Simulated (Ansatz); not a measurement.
Input for Ansatz (development build ahead of 0.2.0):

```yaml
crystal:
  periodic: [false, false, false]
  atoms:
    - { symbol: Pt, position_ang: [0.0, 0.0, 0.0] }
    - { symbol: "N", position_ang: [0.0, 0.0, 1.68] }
basis:
  gaussian: { orbitals: def2-SVP }
magnetization:
  initial_magnetization: 1
hamiltonian:
  xc: pbe0
output:
  forces: true
```

The input is written out in the form of the current development build from the run's settings. The basis set brings a core potential for Pt, so the total leaves out those core electrons.

Results

```yaml
Converged: yes
Total_energy: -173.84543 hartree
Spin_squared_of_the_determinant: 0.750
Stability_test: minimum among restricted orbitals
```

Forces (eV/Å):
```json
{"atom": "Pt1", "Fx": "0.000", "Fy": "0.000", "Fz": "0.221"}
{"atom": "N2", "Fx": "0.000", "Fy": "0.000", "Fz": "-0.221"}
```

Caution: no unrestricted run beside it, a lower state can exist; other spin multiplicities were not run.
